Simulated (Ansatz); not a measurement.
Reaction (cleavage of the Si–Ge bond): `[SiH3][GeH]1[CH2][NH]1` + `[OH][Sn][F]` → `[F][Sn][O][SiH3]` + `[CH2]1[NH][GeH2]1`

Gas-phase electronic energies from Ansatz, PBE0-D4/def2-TZVP geometries. CBS: MP2 limit from def2 TZ/QZ plus the TZ coupled-cluster correction, frozen cores. Functionals use def2-TZVPP. B3LYP here is the variant with VWN-RPA as its local correlation; programs differ in this. def2 core potentials past Kr. For Ge, Sn outer-core shells are correlated without core-valence functions, which leaves a few kJ/mol of doubt a bond. Scalar relativity is left out up to krypton. One conformer a species, not always the lowest.

`[SiH3][GeH]1[CH2][NH]1`:

Cartesian coordinates in Å:
```
Si 1.376 -1.353 -0.126
Ge -0.752 -0.438 0.283
C -0.854 1.478 0.511
N -1.213 1.028 -0.833
H 1.901 -2.052 1.076
H 2.267 -0.212 -0.465
H 1.352 -2.313 -1.261
H -1.983 -1.294 0.582
H -1.685 1.881 1.083
H 0.078 2.021 0.654
H -0.487 1.255 -1.504
```

`[OH][Sn][F]`:

Z-matrix (Å, degrees):
```
O
Sn 1 1.969
H 1 0.961 2 116.2
F 2 1.934 1 93.3 3 180.0
```

`[F][Sn][O][SiH3]`:

Cartesian coordinates in Å:
```
F -1.600 1.228 1.673
Sn -1.686 -0.715 1.681
O -0.325 -0.964 0.290
Si 0.665 -0.084 -0.678
H -0.117 0.806 -1.577
H 1.599 0.749 0.126
H 1.463 -1.021 -1.514
```

`[CH2]1[NH][GeH2]1`:

Z-matrix (Å, degrees):
```
C
Ge 1 1.917
N 1 1.475 2 65.8
H 1 1.088 2 117.3 3 111.0
H 1 1.086 2 119.8 3 -105.1
H 2 1.526 1 118.2 3 -100.5
H 2 1.523 1 123.5 3 91.1
H 3 1.014 1 111.7 2 108.2
```

**Question.** Is it downhill or uphill in electronic energy at CCSD(T)/CBS, and by how much? (Best estimate.)

**Answer.** Computed: Downhill: ΔE = -82.1 kJ/mol.

**Question.** What do these levels give: PBE-D4, r2SCAN-D4, PBE0-D4, PBE, r2SCAN, PBE0, B3LYP, HF/def2-TZVPP, MP2/def2-TZVPP, SCS-MP2/def2-TZVPP, CCSD/def2-TZVPP, MP2/def2-QZVPP? (Estimate.)

**Answer.** The calculation gave: PBE-D4 -58.5, r2SCAN-D4 -74.7, PBE0-D4 -68.7, PBE -58.6, r2SCAN -75.0, PBE0 -68.9, B3LYP -83.1, HF/def2-TZVPP -116.0, MP2/def2-TZVPP -87.0, SCS-MP2/def2-TZVPP -93.5, CCSD/def2-TZVPP -89.5, MP2/def2-QZVPP -86.4 kJ/mol.

Largest T1 diagnostic among the species: 0.018.

In def2-TZVPP, CCSD(T) changes the Hartree–Fock value by +31.7 kJ/mol (the triples alone add +5.2 kJ/mol) and MP2 by +29.0 kJ/mol. From PBE to PBE0 (25 % exact exchange), in def2-TZVPP and without D4, ΔE moves by −10.4 kJ/mol.
